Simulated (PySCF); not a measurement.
Electron correlation in C⁺ (carbon, charge +1)

[He] 2s2 2p1, 2P determinant. Calculation: PySCF 2.14, in cc-pVDZ; the non-relativistic Hamiltonian (point nucleus). Frozen: 1s2; 3 electrons correlated.

MP2 pair energies summed by pair of shells (mhartree):

| pair | energy | share (%) |
| --- | --- | --- |
| 2s-2s | -25.63 | 62.1 |
| 2s-2p | -15.66 | 37.9 |

Total MP2 correlation energy: -41.29 mhartree.

Same-spin part -2.39 and opposite-spin part -38.90 mhartree; SCS-MP2 scales them by 1/3 and 6/5 to -47.48 mhartree.

```
  level  correlation energy (mhartree)
   CCSD                         -66.71
    (T)                          -0.65
CCSD(T)                         -67.36
```

Diagnostics: T1 = 0.0084, D1 = 0.0157, largest double amplitude 0.136.

Cost of the coupled-cluster step: 0.07 s of wall time on 1 thread of Intel(R) Xeon(R) Platinum 8559C (shared host), for 3 correlated electrons.

Iterations:

```
CC2 = 0
CCSD nocc = (np.int64(2), np.int64(1)), nmo = (13, 13)
frozen orbitals [[0], [0]]
max_cycle = 100
direct = 0
conv_tol = 1e-08
conv_tol_normt = 1e-06
diis_space = 8
diis_start_cycle = 0
Init t2, MP2 energy = -0.0412920459979058
Init E_corr(UCCSD) = -0.0412920459979464
cycle = 1  E_corr(UCCSD) = -0.0558180189045534  dE = -0.0145259729  norm(t1,t2) = 0.0568086
cycle = 2  E_corr(UCCSD) = -0.0616258766797978  dE = -0.00580785778  norm(t1,t2) = 0.0273391
cycle = 3  E_corr(UCCSD) = -0.066778505423081  dE = -0.00515262874  norm(t1,t2) = 0.0139291
cycle = 4  E_corr(UCCSD) = -0.0666860259483517  dE = 9.24794747e-05  norm(t1,t2) = 0.00121565
cycle = 5  E_corr(UCCSD) = -0.0667233976290792  dE = -3.73716807e-05  norm(t1,t2) = 0.000177071
cycle = 6  E_corr(UCCSD) = -0.0667055001189125  dE = 1.78975102e-05  norm(t1,t2) = 3.87115e-05
cycle = 7  E_corr(UCCSD) = -0.0667115956404182  dE = -6.09552151e-06  norm(t1,t2) = 1.51517e-05
cycle = 8  E_corr(UCCSD) = -0.0667113597021479  dE = 2.3593827e-07  norm(t1,t2) = 1.68686e-06
cycle = 9  E_corr(UCCSD) = -0.0667111261955033  dE = 2.33506645e-07  norm(t1,t2) = 6.07237e-07
cycle = 10  E_corr(UCCSD) = -0.0667111454110151  dE = -1.92155118e-08  norm(t1,t2) = 4.9924e-08
cycle = 11  E_corr(UCCSD) = -0.0667111438670217  dE = 1.54399342e-09  norm(t1,t2) = 1.23701e-08
UCCSD converged
E(UCCSD) = -37.35623902862012  E_corr = -0.06671114386702172
UCCSD(T) correction = -0.000652635389428833
```
